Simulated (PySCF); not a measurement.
C2H4ClFSi, SMILES C=C[Si@@H](Cl)F.

Coordinates come from a B3LYP-D3(BJ)/def2-SVP optimisation. The structure was generated by enumeration; whether it is a known compound was not checked. Other conformers were not sampled.

Two levels are set side by side: PBE/def2-TZVP (PySCF) and M06-2X/def2-TZVP (PySCF). Same geometry, gas phase. Differences are taken from unrounded values.

```
quantity                     M06-2X    PBE  PBE minus M06-2X
---------------------------  ------  -----  ----------------
orbital gap (eV)               9.56   5.28             -4.27
highest occupied level (eV)   -9.75  -7.37              2.38
lowest empty level (eV)       -0.19  -2.09             -1.90
dipole moment (D)              2.24   2.08             -0.16
mean polarisability (bohr³)    57.9   60.6               2.7
```

Without exact exchange PBE keeps part of each electron's self-repulsion, which lifts occupied levels and narrows the gap. Loosely held outer electrons make PBE densities more polarisable. Differences between two approximate levels are no errors against the true value.

Rough cost on one machine, each run with all the roots and properties that it gave: M06-2X against PBE about 3 times.
